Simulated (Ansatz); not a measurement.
One change: `FC(F)(F)[SiH3]` becomes `FC(F)[SiH3]`.

Ansatz, PBE0-D4/def2-TZVP geometries, multiplicity 1. 

| property | `FC(F)(F)[SiH3]` |
| --- | --- |
| HOMO energy (ωB97M-V/def2-TZVPP) / eV | -11.94 |
| zero-point energy (PBE0-D4/def2-TZVP) / kJ/mol | 101.9 |
| HOMO energy (PBE/def2-TZVPP) / eV | -8.05 |
| LUMO energy (PBE/def2-TZVPP) / eV | -0.74 |
| HOMO energy (B3LYP/def2-TZVPP) / eV | -9.43 |
| size of the dipole moment (B3LYP/def2-TZVPP) / D | 2.17 |

(1) What does the change do to each property? (Estimate.)

Answers

(1) The calculation gave: 
```csv
property,`FC(F)[SiH3]`,shift
HOMO energy (ωB97M-V/def2-TZVPP) / eV,-11.06,0.88
zero-point energy (PBE0-D4/def2-TZVP) / kJ/mol,123.0,21.1
HOMO energy (PBE/def2-TZVPP) / eV,-7.16,0.89
LUMO energy (PBE/def2-TZVPP) / eV,-0.51,0.23
HOMO energy (B3LYP/def2-TZVPP) / eV,-8.54,0.89
size of the dipole moment (B3LYP/def2-TZVPP) / D,1.90,-0.27
```

With PBE0 the HOMO rises by 0.89 eV and the LUMO rises by 0.23 eV, so the gap narrows by about 0.66 eV. PBE moves the HOMO by 0.89 eV and ωB97M-V by 0.88 eV. Dipoles are sizes alone; their direction can turn.

B3LYP here is the variant with VWN-RPA as its local correlation; programs differ in this.
